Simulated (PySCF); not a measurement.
CCl3, SMILES Cl[C+](Cl)Cl, charge +1. Coordinates come from a r2SCAN-D4/def2-SVP optimisation.

These are r2SCAN-D4/def2-SVP run with PySCF 2.14.0 values and carry that method's errors.

Harmonic wavenumbers (cm⁻¹): 318, 319, 525, 548, 1048, 1048. Rotational constants (GHz): 3.467, 3.467, 1.734; symmetry number 6.

Task: Work out the zero-point energy and the ideal-gas rigid-rotor harmonic-oscillator thermochemistry at 298.15 K and 1 atm.

Result: ZPE = ½ Σ hcν = ½ × 3806 cm⁻¹ = 22.76 kJ/mol. H − E(el) = 35.97 kJ/mol. Entropy in J/(mol K): translation 168.28, rotation 98.64, vibration 16.47, total 283.39. G − E(el) = -48.52 kJ/mol. Cp = 59.49 J/(mol K).
